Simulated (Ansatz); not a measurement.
This geometry of Cl₂FGeH (5 atoms, charge 0, multiplicity 1) is a first-order saddle point.

Theory: RKS BLYP-D4/def2-mTZVP (Ansatz 0.2.0).

```xyz
5
Properties=species:S:1:pos:R:3
Ge -0.277 0.000 0.363
H 0.979 0.000 1.435
F 1.760 0.000 0.278
Cl -0.889 1.760 -0.796
Cl -0.889 -1.760 -0.796
```

(1) Which two structures does it join? (They come from a converged band through this point; their orientation in space is the band's.)

(2) How far does it lie above each of them?

Results:

(1) Bonds broken: Ge1–H2, Ge1–F3. Bonds formed: H2–F3. Cl2FGeH becomes Cl2Ge + FH.

First end point:

```xyz
5
Properties=species:S:1:pos:R:3
Ge 0.182 0.000 0.228
H 0.184 0.000 1.766
F 1.845 0.000 -0.345
Cl -0.764 1.776 -0.582
Cl -0.764 -1.776 -0.582
```

Last end point:

```xyz
5
Properties=species:S:1:pos:R:3
Ge -1.085 0.002 0.265
H 1.924 -0.005 1.696
F 1.583 0.003 0.815
Cl -0.867 1.740 -1.149
Cl -0.870 -1.740 -1.143
```

(2) 47.0 kcal/mol above the first and 33.4 kcal/mol above the second. This is the barrier of this one path; another mechanism may lie lower. The orbitals stay closed-shell, which can raise the energy where a bond breaks towards radicals; this wasn't checked here.

Time of the run: 58 s on 4 threads of Arm Neoverse V2 (shared host), peak memory 0.15 GiB.
